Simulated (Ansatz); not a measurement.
Calculated with Ansatz (gas phase, PBE0-D4/def2-TZVP geometries, no zero-point term in ΔE). CCSD(T)/CBS adds triple-zeta CCSD(T) − MP2 to the extrapolated MP2 energy (def2 sets, frozen cores). This one scheme is used for every species. DFT in def2-TZVPP. B3LYP here is the variant with VWN-RPA as its local correlation; programs differ in this. For Se outer-core shells are correlated without core-valence functions, which leaves a few kJ/mol of doubt a bond. Scalar relativity is left out up to krypton. One conformer a species, not always the lowest.

Consider the substitution at a C–F bond: `C=C(F)B[SiH3]` + H₂Se → `C=C([SeH])B[SiH3]` + H–F.

Task: Is it downhill or uphill in electronic energy at CCSD(T)/CBS, and by how much? (Estimate.)

Result: Ansatz gave: Downhill: ΔE = -38.8 kJ/mol.

Task: What do these levels give: revPBE-D4, r2SCAN-D4, B3LYP-D4, BHLYP-D4, r2SCANh, MP2/CBS(def2)? (Best estimate.)

Result: Computed: revPBE-D4 -32.9, r2SCAN-D4 -19.2, B3LYP-D4 -21.4, BHLYP-D4 -20.1, r2SCANh -18.3, MP2/CBS(def2) -56.1 kJ/mol.

Largest T1 diagnostic among the species: 0.013.

Leaving LDA and LC-ωPBE aside and taking each functional with its dispersion term where it has one, the values, not all of them listed here, spread over 21.8 kJ/mol, from PBE-QIDH to CAM-B3LYP-D4. LDA lies −3.1 kJ/mol from PBE without D4. The D4 term adds −14.1 kJ/mol with B3LYP and −7.5 kJ/mol with PBE0; it sums over pairs of atoms, weighted by their polarisabilities, and B3LYP, whose exchange is more repulsive, gets the larger term. In def2-TZVPP, CCSD(T) changes the Hartree–Fock value by −36.9 kJ/mol (the triples alone add −5.6 kJ/mol) and MP2 by −54.1 kJ/mol.
